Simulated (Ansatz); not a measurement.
A made-up structure of SnH$_{3}$Se (charge -1), singlet:

| atom | x (Å) | y (Å) | z (Å) |
| --- | --- | --- | --- |
| Se1 | -2.2602 | 0.2992 | 0.7759 |
| Sn2 | 0.0273 | -0.0036 | -0.0093 |
| H3 | -3.7263 | -0.0374 | 0.9079 |
| H4 | 0.6369 | -1.6385 | 0.0255 |
| H5 | 1.2578 | 0.8700 | 0.8671 |

It is relaxed with PBE-D4/def2-SVPD and then PBE0-D4/def2-TZVPD (Ansatz 0.2.0). Atoms count as bonded within 1.22 times the sum of their covalent radii (H–H: 0.88 Å). The end point is not checked to be a true minimum.

(1) Does its bonding change? (A judgement: the text doesn't fix the answer.)

Results:

(1) By the calculation: No: no bond forms or breaks.

Where it ends: The first stage lowers the energy by 2.02 eV in 19 steps. It ends as SnH₃Se ([SeH][SnH2]), total charge -1:
| atom | x (Å) | y (Å) | z (Å) |
| --- | --- | --- | --- |
| Se1 | -2.1983 | 0.0608 | 1.4159 |
| Sn2 | -0.1354 | -0.1637 | -0.3305 |
| H3 | -3.1947 | 0.2476 | 0.3526 |
| H4 | 0.5490 | -1.5924 | 0.5105 |
| H5 | 0.9149 | 0.9375 | 0.6187 |

Labels in which every atom is bracketed show which atoms are joined, not bond orders.

For scale, one of the runs: PBE0-D4/def2-TZVPD relaxation, 140 basis functions, launched by `ansatz run in.yaml --threads 2 --pin off --events-out ev --progress --plain --max-ram 4352MiB`. The run took about 34 s on 2 CPU threads of an Arm Neoverse V2 (shared host).
